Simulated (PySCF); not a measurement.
Species: `C1C[SiH2][C@@H]1C(F)=C(F)F`. The columns A, B, C and D hold Mulliken, IAO, Hirshfeld and ESP-fitted charges (e) of one PBE0/pcSseg-1 density (PySCF), in a shuffled order. Coordinates in Å (GFN2-xTB); the density's dipole moment is (-2.30, 1.02, 0.13) D.

```csv
atom,x,y,z,A,B,C,D
F1,3.004,1.097,0.716,-0.177,-0.251,-0.072,-0.252
C2,2.695,-0.083,0.174,+0.424,+0.553,+0.130,+0.481
F3,3.798,-0.779,-0.090,-0.149,-0.246,-0.077,-0.239
C4,1.444,-0.461,-0.069,-0.245,+0.190,+0.037,+0.194
F5,1.253,-1.681,-0.622,-0.091,-0.279,-0.077,-0.272
C6,0.230,0.337,0.154,-0.025,-0.564,-0.123,-0.394
C7,-0.914,-0.395,0.895,-0.020,-0.149,-0.071,-0.253
C8,-2.111,-0.002,0.006,-0.377,-0.502,-0.160,-0.542
Si9,-0.942,0.616,-1.371,+0.432,+0.668,+0.354,+0.739
H10,0.512,1.262,0.654,+0.085,+0.155,+0.043,+0.167
H11,-1.014,-0.087,1.935,+0.040,+0.137,+0.041,+0.142
H12,-0.752,-1.471,0.872,+0.079,+0.135,+0.038,+0.148
H13,-2.781,-0.828,-0.217,+0.101,+0.145,+0.038,+0.150
H14,-2.709,0.785,0.462,+0.108,+0.144,+0.039,+0.150
H15,-1.030,2.007,-1.807,-0.113,-0.074,-0.072,-0.114
H16,-0.691,-0.308,-2.471,-0.071,-0.061,-0.069,-0.105
```

Question: Which column most likely holds the ESP-fitted charges?

Answer: A. Σ q r misses the density's dipole by 0.06 D (A), 1.08 D (C), 1.76 D (D), 1.78 D (B). Charges fitted to the outside potential are the only set here that is tied to the molecule's multipoles.

Question: And the Hirshfeld charges?

Answer: C. The mean sizes are 0.090 e (C), 0.159 e (A), 0.266 e (B), 0.271 e (D), and Hirshfeld charges are commonly the smallest of these schemes.

As computed, A = ESP-fitted, B = Mulliken, C = Hirshfeld, D = IAO. Hydrogens on carbon: ESP-fitted +0.04 to +0.11, Mulliken +0.14 to +0.16, Hirshfeld +0.04 to +0.04, IAO +0.14 to +0.17 e.

The Hirshfeld scheme weights the molecular density at each point by an atom's share of the summed free-atom densities. The ESP scheme is a least-squares fit of atom-centred charges to the potential on four shells outside the van der Waals surface, with the total charge fixed.

Isolated species at its GFN2-xTB geometry (one conformer only).

The run behind these numbers computed NMR shieldings as well. Time: 56 s; peak memory 0.86 GiB. Hardware: Arm Neoverse N1, one thread, shared host with 64 logical CPUs at a one-minute load of 60.

Conformer computed: `[F:1][C:2]([F:3])=[C:4]([F:5])[C@@H:6]1[CH2:7][CH2:8][SiH2:9]1`: C2–C4–C6–C7 -132°.
